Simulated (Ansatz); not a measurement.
C2H6ClIn, SMILES [CH3][In]([CH3])[Cl].

Coordinates come from a B3LYP-D3(BJ)/def2-SVP optimisation. The structure was generated by enumeration; whether it is a known compound was not checked. The def2 effective core potentials stand for the cores of In; spin–orbit coupling is left out.

Two levels are set side by side: PBE/def2-SVPD (Ansatz, an electronic-structure program) and CAM-B3LYP/def2-SVPD (Ansatz). Energy differences of separate SCF runs at the same geometry; the states with an electron removed or added have multiplicity 2 and 2. Differences are taken from unrounded values.

```json
[
 {"quantity": "vertical ionisation energy (eV)", "PBE": "9.18"},
 {"quantity": "vertical singlet–triplet gap (eV)", "PBE": "4.44"}
]
```

Problem. These are the PBE values. What does CAM-B3LYP give? (An estimate is asked for; the answer gives what the named calculation found.)

Solution. 
| quantity | CAM-B3LYP | PBE minus CAM-B3LYP |
|---|---|---|
| vertical ionisation energy (eV) | 9.74 | -0.56 |
| vertical singlet–triplet gap (eV) | 5.00 | -0.57 |
